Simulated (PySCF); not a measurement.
Electronic structure of F⁺ (fluorine, charge +1) at the UHF level

Configuration: [He] 2s2 2p3 3d1, high-spin 5D determinant (an excited configuration). Computed with PySCF 2.14 in aug-cc-pCVQZ-DK (9s8p6d4f2g, 109 functions), with the spin-free X2C one-electron Hamiltonian (Gaussian nucleus).

```
Total energy                                                  : -97.791426 hartree
One-electron energy                                           : -129.0565 hartree
Hartree (Coulomb) energy                                      : 40.6781 hartree
Exchange energy                                               : -9.4130 hartree
⟨S²⟩                                                          : 6.0034
⟨L²⟩                                                          : 6.002
Sum of ⟨r⟩                                                    : 7.610 bohr
Sum of ⟨r²⟩                                                   : 13.29 bohr²
Traceless quadrupole moment −½Σ⟨3z² − r²⟩ along its main axis : 2.35 e·bohr²
Langevin diamagnetic susceptibility                           : -10.5 ×10⁻⁶ cm³/mol
```

| shell | electrons | mean orbital energy (eV) | spread (eV) | rms radius, mean of both spins (bohr) |
| --- | --- | --- | --- | --- |
| 1s α | 1 | -756.96 | 0 | 0.203 |
| 1s β | 1 | -752.19 | 0 | 0.203 |
| 2s α | 1 | -77.776 | 0 | 1.01 |
| 2s β | 1 | -60.329 | 0 | 1.01 |
| 2p α | 3 | -53.498 | 0.102 | 0.989 |
| 3d α | 1 | -2.527 | 0 | 2.87 |

The outer electron is Rydberg-like, and this basis confines it to a smaller radius and binds it less than a complete one would.

Spin-orbit constants ζ (cm⁻¹) from the X2C one-electron operator on these orbitals: bare nucleus, nucleus screened by l(l+1)(2l+1)/3 electrons, and screened by the Breit-Pauli mean field of the electrons.

| shell | bare | screened nucleus | mean field |
| --- | --- | --- | --- |
| 2p | 542.2 | 421.7 | 373.3 |
| 3d | 5.697 | 1.266 | 1.009 |

To first order the Landé constant is A = 0.2523 cm⁻¹, so the lowest level has J = 0 and lies 0.000188 eV below the centre of the term. This holds in LS coupling only.
